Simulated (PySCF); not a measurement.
Numbering as in the mapped SMILES `[CH2:1]=[N:2]/[C:3]([SiH2:4][F:5])=[C:6](\[SiH3:7])[C:8]#[N:9]`. Hydrogens are named by the atom that carries them. Ha(C1) is cis to C3; Hb(C1) is trans to C3.

PySCF calculation with shieldings: GIAO PBE0/pcSseg-1 and coordinates at the GFN2-xTB level; relativity neglected, rapidly exchanging positions averaged, single conformer, isolated molecule.

Predict the 2D correlation tables (HSQC, COSY, HMBC).

## Answers



HSQC (one-bond C–H):
| δH | δC |
| --- | --- |
| 7.48 (Ha(C1)) | 151.6 (C1) |
| 7.43 (Hb(C1)) | 151.6 (C1) |

COSY cross peaks (H two or three bonds apart, from the bond graph; peaks can be absent where the dihedral angle is near 90°):
| δH | δH |
| --- | --- |
| 7.48 (Ha(C1)) | 7.43 (Hb(C1)) |

HMBC (two and three bonds, from the bond graph):
| δH | δC |
| --- | --- |
| 7.48 (Ha(C1)) | 179.4 (C3) |
| 7.43 (Hb(C1)) | 179.4 (C3) |
| 5.50 (H(Si4)) | 179.4 (C3), 82.7 (C6) |
| 4.17 (H(Si7)) | 179.4 (C3), 123.6 (C8), 82.7 (C6) |

Chemical shifts δ = σref − σ; TMS for $^{1}$H (σ = 31.72 ppm), $^{13}$C (σ = 186.93 ppm), all at this level.

Shifts are as computed. Against solution values, carbons near 30 ppm lie about +3 ppm off and those near 130 ppm about +5 ppm. Of 1309 compounds with measured shifts, 239 miss one by over three times the rms of a fit or turn the order of signals round; such compounds aren't used in these exercises.
